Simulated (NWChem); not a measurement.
Molecule: C2H7NOSi; SMILES N[Si@@H]1OCC1

```xyz
12

N     -0.0629     1.9934    -0.3788
Si    -0.0730     0.4988     0.4649
C     -1.0994    -0.9450    -0.2026
C      0.2736    -1.6675    -0.2576
O      1.1756    -0.6079     0.1798
H      0.1918     2.8540     0.0884
H      0.0819     2.0517    -1.3792
H     -0.2187     0.8916     1.8925
H     -1.8289    -1.4030     0.4711
H     -1.5650    -0.8021    -1.1821
H      0.3422    -2.5180     0.4301
H      0.5623    -2.0017    -1.2610
```
Atoms are numbered in this order, from 1.

Level: B3LYP/6-31G* (spherical d) (NWChem), optimised geometry, unscaled harmonic frequencies. B3LYP is NWChem's, with the RPA form of VWN correlation.

Q: List the harmonic frequencies with IR intensities, and the thermochemistry.

A: 
```json
[
 {"frequency (cm⁻¹)": "120", "IR intensity (km/mol)": "4.3"},
 {"frequency (cm⁻¹)": "161", "IR intensity (km/mol)": "1.9"},
 {"frequency (cm⁻¹)": "281", "IR intensity (km/mol)": "12.2"},
 {"frequency (cm⁻¹)": "311", "IR intensity (km/mol)": "86.3"},
 {"frequency (cm⁻¹)": "387", "IR intensity (km/mol)": "160.0"},
 {"frequency (cm⁻¹)": "535", "IR intensity (km/mol)": "9.4"},
 {"frequency (cm⁻¹)": "641", "IR intensity (km/mol)": "15.6"},
 {"frequency (cm⁻¹)": "703", "IR intensity (km/mol)": "28.9"},
 {"frequency (cm⁻¹)": "771", "IR intensity (km/mol)": "15.6"},
 {"frequency (cm⁻¹)": "804", "IR intensity (km/mol)": "45.9"},
 {"frequency (cm⁻¹)": "828", "IR intensity (km/mol)": "49.3"},
 {"frequency (cm⁻¹)": "901", "IR intensity (km/mol)": "42.7"},
 {"frequency (cm⁻¹)": "923", "IR intensity (km/mol)": "49.8"},
 {"frequency (cm⁻¹)": "949", "IR intensity (km/mol)": "95.4"},
 {"frequency (cm⁻¹)": "981", "IR intensity (km/mol)": "207.9"},
 {"frequency (cm⁻¹)": "994", "IR intensity (km/mol)": "73.5"},
 {"frequency (cm⁻¹)": "1137", "IR intensity (km/mol)": "68.1"},
 {"frequency (cm⁻¹)": "1189", "IR intensity (km/mol)": "0.5"},
 {"frequency (cm⁻¹)": "1232", "IR intensity (km/mol)": "0.4"},
 {"frequency (cm⁻¹)": "1360", "IR intensity (km/mol)": "10.0"},
 {"frequency (cm⁻¹)": "1483", "IR intensity (km/mol)": "8.1"},
 {"frequency (cm⁻¹)": "1555", "IR intensity (km/mol)": "1.7"},
 {"frequency (cm⁻¹)": "1622", "IR intensity (km/mol)": "63.5"},
 {"frequency (cm⁻¹)": "2246", "IR intensity (km/mol)": "204.7"},
 {"frequency (cm⁻¹)": "3050", "IR intensity (km/mol)": "79.3"},
 {"frequency (cm⁻¹)": "3090", "IR intensity (km/mol)": "12.6"},
 {"frequency (cm⁻¹)": "3093", "IR intensity (km/mol)": "32.5"},
 {"frequency (cm⁻¹)": "3143", "IR intensity (km/mol)": "19.3"},
 {"frequency (cm⁻¹)": "3572", "IR intensity (km/mol)": "26.0"},
 {"frequency (cm⁻¹)": "3667", "IR intensity (km/mol)": "23.7"}
]
```

* **zero-point energy**: 59.6 kcal/mol
* **thermal correction to the enthalpy at 298.15 K (with zero-point energy)**: 64.2 kcal/mol
* **heat capacity Cv**: 22.7 cal/(mol K)
* **entropy at 298.15 K and 1 atm (symmetry number 1)**: 77.4 cal/(mol K)
* **dipole moment**: 1.77 D

Rigid rotor and harmonic oscillator.
